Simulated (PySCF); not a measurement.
# Electron correlation in Br⁺ (bromine, charge +1)

[Ar] 3d10 4s2 4p3 4d1, high-spin 5D determinant (an excited configuration). Computed with PySCF 2.14 in aug-cc-pwCVDZ-PP with ECP10MDF, with scalar relativity through the core potential. Frozen: 3s2 3p6 3d10; 6 electrons correlated.

```csv
level,correlation energy (mhartree)
CCSD,-77.53
(T),-0.93
CCSD(T),-78.46
```

Diagnostics: T1 = 0.0030, D1 = 0.0088, largest double amplitude 0.049.

**Question.** Is a single reference adequate?

**Answer.** Yes, within this model without spin-orbit coupling: T1 lies below 0.03 and no double amplitude reaches 0.07.
